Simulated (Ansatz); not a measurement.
Cartesian coordinates in Å:
```
N 0.703 -1.664 -0.717
C 0.034 -1.297 0.291
N -0.383 -0.019 0.638
Al -0.132 1.542 -0.193
F 0.721 1.534 -1.601
H 0.946 -0.885 -1.330
H -0.272 -2.067 1.005
H -0.907 -0.013 1.503
H -0.709 2.869 0.406
```

Total charge 0; spin multiplicity 1.

Q: List the PBE0/def2-TZVPP orbital energies in eV (Ansatz 0.2.0). (An estimate is asked.)

A: Computed: Occupied: -1528.61, -673.35, -391.82, -390.45, -280.09, -114.48, -74.60, -74.45, -74.39, -32.35, -26.26, -23.73, -16.98, -14.94, -13.92, -12.99, -11.99, -11.96, -11.13, -10.83, -9.86, -7.66, -7.42. Lowest empty: -1.07, -0.23, 0.53, 1.00, 1.48, 2.60, 2.99, 3.64.
